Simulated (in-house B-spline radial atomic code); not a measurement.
## Removing the outer electron from species of like outer shells: Mg²⁺ to Ba²⁺

All numbers come from an all-electron radial atomic-structure program (B-spline basis), all electrons, at the radial basis limit: mean fields, RPA and GW scalar-relativistic (one-electron X2C; non-relativistic for the lightest neutral atoms and singly charged ions), without spin-orbit coupling, Breit or QED terms, open shells spin-polarised at highest spin; Brueckner, CI + MBPT and self-energy runs four-component with Breit and QED terms. References are NIST's ionisation energies. They run between lowest fine-structure levels, which the runs without spin-orbit coupling average over.

Columns: (a) minus the highest LDA VWN5 level; (b) minus the highest PBE level; (c) minus the highest B3LYP (VWN-RPA) level; (d) minus the highest LC-wPBE level; (e) minus the highest Hartree-Fock level; (f) Dirac-Fock + self-energy with TDHF screening. Each gives computed minus reference, in eV; a star marks a semi-empirical reference. Species are left out where the tabulated value is theory, is uncertain by more than 0.12 eV, or (13 ions, such as In⁴⁺, Te⁴⁺ and Bi⁴⁺) lies off its series for all methods alike, which flatters the means a little. The TDHF-screened form was chosen among four for its agreement on 13 closed-shell atoms.

| species | configuration | reference (eV) | (a) | (b) | (c) | (d) | (e) | (f) |
| --- | --- | --- | --- | --- | --- | --- | --- | --- |
| Mg²⁺ | [He] 2s2 2p6 | 80.14 | -13.31 | -13.45 | -9.99 | -7.59 | +1.64 | +0.02 |
| Ca²⁺ | [Ne] 3s2 3p6 | 50.91 | ? | ? | ? | ? | ? | ? |
| Sr²⁺ | [Ar] 3d10 4s2 4p6 | 42.88 | -6.23 | -6.38 | -4.83 | -1.45 | +0.17 | +0.02 |
| Ba²⁺ | [Kr] 4d10 5s2 5p6 | 35.84 | -4.77 | -4.94 | -3.68 | -0.39 | +0.35 | +0.09 |

Q: What are the differences for Ca²⁺?

A: (a) -7.79; (b) -7.86; (c) -5.98; (d) -2.58; (e) +0.16; (f) +0.02 eV.

Q: How do the methods rank over these species?

A: Mean absolute differences: Dirac-Fock + self-energy with TDHF screening 0.04 eV; minus the highest Hartree-Fock level 0.58 eV; minus the highest LC-wPBE level 3.00 eV; minus the highest B3LYP (VWN-RPA) level 6.12 eV; minus the highest LDA VWN5 level 8.02 eV; minus the highest PBE level 8.16 eV. One-signed throughout: minus the highest LDA VWN5 level (too low), minus the highest PBE level (too low), minus the highest B3LYP (VWN-RPA) level (too low), minus the highest LC-wPBE level (too low), minus the highest Hartree-Fock level (too high), Dirac-Fock + self-energy with TDHF screening (too high). Levels of semilocal functionals lie too high since their potentials lack the −1/r tail; exact exchange restores part of it.
